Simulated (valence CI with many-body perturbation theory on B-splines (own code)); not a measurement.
**E1 transitions of Bi51+**

Computed by valence CI with perturbative core correlation (CI+MBPT): four valence electrons over a frozen Dirac-Fock core [Ar] 3d10, a basis of 11 s, 11 p, 9 d, 7 f, 5 g, 2 h, 1 i functions for each j, with the one-electron correlation potential Σ1 (screened to all orders), the two-electron term Σ2, the three-electron term Σ3, Breit, model QED; selected single and double excitations, second order for the rest (own B-spline code, finite nucleus).

The last digits are not significant, and no measured levels were compared; by estimate large intervals hold to a few tenths of a per cent, small ones and those within an open d or f shell to about a per cent.

Lines 1 to 50 of 238 in falling wavelength, among levels below 54.534 Ry, chosen from the strongest by gf and those to the six lowest levels. Wavelengths and rates use the calculated energies. Electric multipoles are in the length gauge, E1 and E2 with the static RPA response of the core. Weak lines are less certain than strong ones. Lines between different terms over intervals too small for the method are left out, as are lines whose strength nearly cancels. The highest levels of a list are the least certain.

Levels are named by their leading jj configuration (3d3/2^4 stands for four electrons in 3d with j = 3/2), which in mixed levels can hold well under half, so a name can repeat and another be missing. Letters in brackets count levels of one name in rising energy.

```csv
λ vac (nm),Upper,Lower,A (s⁻¹),log gf,Branch %
373.6,(4s^2 4p1/2 4d3/2) J=2,(4s^2 4p3/2^2) J=2,5.99e+02,-5.20,0.0
48.72,(4s^2 4p1/2 4d3/2) J=1,(4s^2 4p3/2^2) J=2,1.34e+06,-3.84,0.0
27.95,(4s^2 4p3/2^2) J=2,(4s 4p1/2^2 4p3/2) J=1,1.01e+07,-3.23,12.1
24.10,(4s^2 4p1/2 4d5/2) J=2,(4s^2 4p3/2^2) J=2,2.23e+07,-3.01,0.0
23.58,(4s^2 4p1/2 4d5/2) J=3,(4s^2 4p3/2^2) J=2,1.33e+07,-3.11,0.0
22.45,(4s^2 4p3/2^2) J=0,(4s 4p1/2^2 4p3/2) J=1,2.68e+07,-3.69,28.8
20.13,(4s^2 4p3/2^2) J=2,(4s 4p1/2^2 4p3/2) J=2,1.64e+07,-3.30,19.6
12.82,(4s 4p1/2 4p3/2 4d3/2) J=3 [a],(4s^2 4p3/2 4d3/2) J=2,6.02e+09,-0.98,6.5
12.08,(4s 4p1/2 4p3/2 4d5/2) J=4 [a],(4s^2 4p3/2 4d5/2) J=4,4.10e+09,-1.09,49.4
11.93,(4s 4p1/2^2 4d3/2) J=2,(4s^2 4p1/2 4d3/2) J=1,1.24e+10,-0.88,15.1
11.89,(4s 4p1/2 4p3/2 4d3/2) J=4,(4s^2 4p3/2 4d3/2) J=3,1.38e+10,-0.58,23.9
11.52,(4s 4p1/2 4p3/2^2) J=2 [a],(4s^2 4p3/2^2) J=2,2.98e+09,-1.53,0.6
11.34,(4s 4p1/2 4p3/2 4d5/2) J=4 [b],(4s^2 4p3/2 4d5/2) J=3,6.66e+09,-0.94,1.4
10.83,(4s 4p1/2 4p3/2 4d3/2) J=2 [b],(4s^2 4p3/2 4d3/2) J=2,1.50e+10,-0.88,1.2
10.82,(4s 4p1/2 4p3/2 4d5/2) J=5,(4s^2 4p3/2 4d5/2) J=4,2.12e+10,-0.39,100.0
10.76,(4s 4p1/2^2 4p3/2) J=2,(4s^2 4p1/2 4p3/2) J=2,1.63e+10,-0.85,46.0
10.60,(4s 4p1/2^2 4f5/2) J=2,(4s^2 4p1/2 4f5/2) J=2,9.26e+09,-1.11,1.7
10.60,(4s 4p1/2 4p3/2 4d5/2) J=4 [c],(4s^2 4p3/2 4d5/2) J=3,1.44e+10,-0.66,1.1
10.58,(4s 4p1/2 4p3/2 4d5/2) J=3 [a],(4s^2 4p3/2 4d5/2) J=2,1.35e+10,-0.80,2.0
10.55,(4s 4p1/2^2 4f5/2) J=3,(4s^2 4p1/2 4f5/2) J=2,2.55e+10,-0.53,7.1
10.53,(4s 4p1/2 4p3/2 4d3/2) J=2 [c],(4s^2 4p3/2 4d3/2) J=1,1.17e+10,-1.01,0.4
10.53,(4s 4p1/2 4p3/2^2) J=3,(4s^2 4p3/2^2) J=2,2.00e+10,-0.63,5.4
10.52,(4s 4p1/2^2 4d5/2) J=3,(4s^2 4p1/2 4d5/2) J=3,1.76e+10,-0.69,4.1
10.50,(4p1/2^2 4p3/2^2) J=2,(4s 4p1/2 4p3/2^2) J=1 [b],9.18e+09,-1.12,0.7
10.47,(4s 4p1/2 4p3/2 4d3/2) J=3 [b],(4s^2 4p3/2 4d3/2) J=2,6.69e+09,-1.11,0.3
10.43,(4s 4p1/2^2 4d5/2) J=3,(4s^2 4p1/2 4d5/2) J=2,2.45e+10,-0.55,5.7
10.35,(4p1/2^2 4p3/2^2) J=2,(4s 4p1/2 4p3/2^2) J=2 [b],1.91e+10,-0.81,1.4
10.34,(4s 4p1/2 4p3/2 4d3/2) J=1 [c],(4s^2 4p3/2 4d3/2) J=1,2.36e+10,-0.95,1.1
10.31,(4s 4p1/2^2 4p3/2) J=2,(4s^2 4p1/2 4p3/2) J=1,1.91e+10,-0.82,54.0
10.21,(4s 4p1/2 4p3/2 4d5/2) J=1 [c],(4s^2 4p3/2 4d5/2) J=1,2.15e+10,-1.00,1.7
10.20,(4s 4p1/2 4p3/2 4d3/2) J=3 [c],(4s^2 4p3/2 4d3/2) J=3,2.04e+10,-0.65,1.0
10.19,(4s 4p1/2^2 4d3/2) J=1,(4s^2 4p1/2 4d3/2) J=2,3.80e+10,-0.75,45.8
10.14,(4s 4p1/2 4p3/2^2) J=1 [a],(4s^2 4p3/2^2) J=0,1.63e+10,-1.12,1.4
10.13,(4s 4p1/2 4p3/2 4d5/2) J=1 [a],(4s^2 4p3/2 4d5/2) J=2,1.64e+10,-1.12,1.7
10.11,(4s 4p1/2 4p3/2 4d5/2) J=3 [b],(4s^2 4p3/2 4d5/2) J=2,1.01e+10,-0.97,1.0
10.09,(4s 4p1/2 4p3/2 4d5/2) J=2 [c],(4s^2 4p3/2 4d5/2) J=1,2.62e+10,-0.70,1.6
9.995,(4s 4p1/2^2 4f5/2) J=2,(4s^2 4p1/2 4f5/2) J=3,3.81e+10,-0.54,7.1
9.951,(4s 4p1/2^2 4f5/2) J=3,(4s^2 4p1/2 4f5/2) J=3,2.37e+10,-0.61,6.6
9.905,(4s 4p1/2 4p3/2 4d5/2) J=2 [b],(4s^2 4p3/2 4d5/2) J=2,2.25e+10,-0.78,2.9
9.837,(4s 4p1/2^2 4d3/2) J=2,(4s^2 4p1/2 4d3/2) J=2,2.71e+10,-0.71,32.9
9.758,(4s 4p1/2^2 4d5/2) J=2,(4s^2 4p1/2 4d5/2) J=3,4.24e+10,-0.52,9.6
9.690,(4s 4p1/2 4p3/2 4d5/2) J=3 [d],(4s^2 4p3/2 4d5/2) J=3,2.54e+10,-0.60,1.3
9.673,(4s 4p1/2^2 4d5/2) J=2,(4s^2 4p1/2 4d5/2) J=2,1.17e+10,-1.09,2.6
9.509,(4s 4p1/2 4p3/2 4d5/2) J=4 [b],(4s^2 4p3/2 4d5/2) J=4,1.40e+10,-0.77,2.9
9.493,(4s 4p1/2 4p3/2 4d5/2) J=2 [d],(4s^2 4p3/2 4d5/2) J=3,3.37e+10,-0.64,1.4
9.467,(4p1/2^2 4p3/2^2) J=0,(4s 4p1/2 4p3/2^2) J=1 [a],7.38e+10,-1.00,5.6
9.362,(4s 4p1/2^2 4p3/2) J=1,(4s^2 4p1/2 4p3/2) J=2,5.42e+10,-0.67,5.9
9.314,(4s 4p1/2 4p3/2^2) J=1 [a],(4s^2 4p3/2^2) J=2,1.74e+10,-1.17,1.5
9.169,(4s 4p1/2 4p3/2^2) J=2 [b],(4s^2 4p3/2^2) J=2,3.19e+10,-0.70,2.0
9.159,(4s 4p1/2 4p3/2 4d3/2) J=1 [d],(4s^2 4p3/2 4d3/2) J=2,2.10e+10,-1.10,0.6
```

(1) How does gf follow from A for the line at 22.45 nm?

Results:

(1) gf = 1.4992 × (2J+1)_upper × A / σ², with σ = 445413 cm⁻¹ and 2J+1 = 1: gf = 0.000202.
